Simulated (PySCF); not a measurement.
Input for PySCF: R-M06-2X/def2-TZVPP on H4PbSSi (SMILES [SiH3][Pb][SH]), a point of a torsion scan. Elements past Kr take the def2 small-core potentials; no spin–orbit coupling.

```python
from pyscf import gto, dft

mol = gto.M(
    atom='''
    Si   -1.32385016   -0.22432039   -0.00162821
    Pb    0.73338866    1.49663664    0.12348853
    S     2.51927476   -0.29258925    0.20877810
    H    -1.07495279   -1.53643143   -0.59930402
    H    -2.50861755    0.27830282   -0.70521905
    H    -1.82566855   -0.53103475    1.34189822
    H     1.94403860   -1.27157476   -0.46665621
    ''',
    basis='def2-tzvpp',
    ecp={'Pb': 'def2-tzvpp'},
    charge=0, spin=0, verbose=4, max_memory=1800)
mf = dft.RKS(mol, xc='m062x').density_fit(auxbasis='def2-universal-jkfit')
mf.grids.level = 4
mf.conv_tol = 1e-9
mf.max_cycle = 150
mf.kernel()
mf.dip_moment()
```

Question: Predict the final total energy.

Answer: -882.8306 hartree.
